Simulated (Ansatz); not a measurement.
C2H9BOSi (`CBC[SiH2]O`). Total charge 0; spin multiplicity 1.

Cartesian coordinates in Å:
```
C -0.226 1.188 1.877
B 0.398 -0.097 1.251
C -0.269 -0.894 0.108
Si 0.264 -0.242 -1.559
O -0.520 -1.162 -2.683
H 0.487 2.020 1.834
H -0.387 1.019 2.950
H -1.172 1.511 1.435
H 1.473 -0.456 1.656
H -1.361 -0.799 0.093
H 0.014 -1.952 0.085
H -0.105 1.195 -1.707
H 1.740 -0.348 -1.735
H -0.336 -0.982 -3.605
```

Problem. What are the harmonic wavenumbers in cm⁻¹ at PBE0-D4/def2-TZVP (Ansatz, finite differences of forces, unscaled)? (An estimate is asked.)

Solution. Computed: 41, 47, 72, 170, 175, 253, 354, 525, 634, 665, 729, 772, 786, 808, 865, 898, 944, 962, 985, 1034, 1052, 1099, 1238, 1322, 1422, 1447, 1453, 2196, 2204, 2567, 3024, 3043, 3080, 3111, 3123, 3925.

Problem. Is this a minimum?

Solution. Yes, all 36 modes are real.

Problem. Give the ideal-gas thermochemistry at 298.15 K and 1 bar (rigid rotor, harmonic oscillator; point group C1, symmetry number 1).

Solution. Zero-point energy 281.3 kJ/mol; H(298) − E = 306.2 kJ/mol; entropy 382.1 J/(mol·K), of which translation 164.7, rotation 112.1, vibration 105.3; G(298) − E = 192.3 kJ/mol. Modes under 100 cm⁻¹ are hindered rotations or soft bends, so the harmonic entropy is rough.
